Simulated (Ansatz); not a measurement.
Two isomers of C8H18O: A = `CC(C)(C)OC(C)(C)C`, B = `CCCCOCCCC`.

Calculated with Ansatz (gas phase, PBE0-D4/def2-TZVP geometries, no zero-point term in ΔE). CCSD(T)/CBS is the MP2 limit (def2-TZVPP, def2-QZVPP) plus CCSD(T) − MP2 in def2-TZVPP, frozen cores. Functionals use def2-TZVPP. B3LYP here is the variant with VWN-RPA as its local correlation; programs differ in this. Each species was taken in one conformer, which may not be the lowest.

(1) Which isomer does CCSD(T)/CBS put lower? Give the gap. (An estimate is asked.)

(2) Give E(B) − E(A) in kcal/mol with BLYP-D4, HF/def2-TZVPP, MP2/def2-TZVPP, LDA (SPW92), ωB97M-V, B3LYP, PBE-D4. (An estimate is asked.)

Largest T1 diagnostic: 0.010.

Results:

(1) Computed: A, by 7.8 kcal/mol.

(2) Ansatz gave: BLYP-D4 6.5, HF/def2-TZVPP -1.8, MP2/def2-TZVPP 9.5, LDA (SPW92) 9.3, ωB97M-V 7.7, B3LYP 0.4, PBE-D4 5.5. The order is the other way round with HF/def2-TZVPP.

From BLYP to BHLYP (50 % exact exchange), in def2-TZVPP and without D4, E(B) − E(A) moves by +1.9 kcal/mol. The D4 term adds +5.5 kcal/mol with B3LYP and +3.1 kcal/mol with PBE0; it sums over pairs of atoms, weighted by their polarisabilities, and B3LYP, whose exchange is more repulsive, gets the larger term.
